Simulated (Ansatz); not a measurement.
`C[Si@H]1N[C@@H]1[GaH2]` + `F[SiH2]N[SiH3]` → `F[SiH2][N]([SiH3])[GaH2]` + `C[SiH]1CN1`  (ligand exchange at a Ga–C bond)

Gas-phase electronic energies from Ansatz, PBE0-D4/def2-TZVP geometries. CCSD(T)/CBS adds triple-zeta CCSD(T) − MP2 to the extrapolated MP2 energy (def2 sets, frozen cores). This one scheme is used for every species. Functionals use def2-TZVPP. For Ga outer-core shells are correlated without core-valence functions, which leaves a few kJ/mol of doubt a bond. Scalar relativity is left out up to krypton. Each species was taken in one conformer, which may not be the lowest.

```tsv
level	ΔE (kcal/mol)
PBE-D4	-13.0
ωB97X-V	-14.9
ωB97M-V	-14.4
CCSD/def2-TZVPP	-15.3
HF/def2-QZVPP	-16.2
HF/CBS(def2)	-16.2
MP2/CBS(def2)	-14.4
CCSD/CBS(def2)	-14.6
```

(1) What does CCSD(T)/CBS give? (Estimate.)

Largest T1 diagnostic among the species: 0.013.

## Answers

(1) The calculation gave: -14.4 kcal/mol. The listed levels differ from it by 1.4, -0.5, 0.0, -0.9, -1.8, -1.8, 0.0, -0.2 kcal/mol.

The D4 term adds −1.1 kcal/mol with B3LYP and −0.6 kcal/mol with PBE0; it sums over pairs of atoms, weighted by their polarisabilities, and B3LYP, whose exchange is more repulsive, gets the larger term. In def2-TZVPP, CCSD(T) changes the Hartree–Fock value by +0.8 kcal/mol (the triples alone add +0.1 kcal/mol) and MP2 by +0.9 kcal/mol. From PBE to PBE0 (25 % exact exchange), in def2-TZVPP and without D4, ΔE moves by −0.9 kcal/mol.

B3LYP here is the variant with VWN-RPA as its local correlation; programs differ in this.
